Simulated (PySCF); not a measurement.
# Two-component Hartree-Fock for Re⁷²⁺ (rhenium, charge +72)

Start: [He] 2s1; 2s1/2 filled at m_j = +1/2. Calculated with PySCF 2.14 in an uncontracted even-tempered set (16 s from 60 bohr⁻², ratio 2.4; 13 p from 79 bohr⁻², ratio 2.4; 5 d from 240 bohr⁻², ratio 2.6; 4 f from 360 bohr⁻², ratio 2.6): generalised Hartree-Fock with the X2C-1e Hamiltonian and a Gaussian nucleus; one run each with spin-orbit coupling (SO) switched off, then screened by Boettger's factors.

```tsv
spinor shell	electrons	ε, spin-free (eV)	ε, screened SO (eV)	weight of nominal j (screened SO)	rms radius, screened SO (bohr)
1s1/2	2	-81298.2	-81298.2	1.000	0.0203
2s1/2	1	-20325.0	-20325.0	1.000	0.0784
```

```tsv
quantity	spin-free	screened SO
E (hartree)	-6812.62227	-6812.62227
M_J	1/2	1/2
⟨J²⟩	0.750	0.750
⟨L²⟩	0.000	0.000
⟨S²⟩	0.750	0.750
```

Each row is a mean over spinors that exchange with the open shell spreads, by up to 69.838 eV (1s1/2).

Breit and QED terms are absent; they matter most for the inner s and p1/2 levels.

Densities and radii are taken from the X2C orbitals without a picture-change correction, which distorts them close to the nucleus.

Without spin-orbit coupling the j labels of p, d and f shells carry no meaning; the spin-free column gives the mean over the occupied spinors of each nl shell.
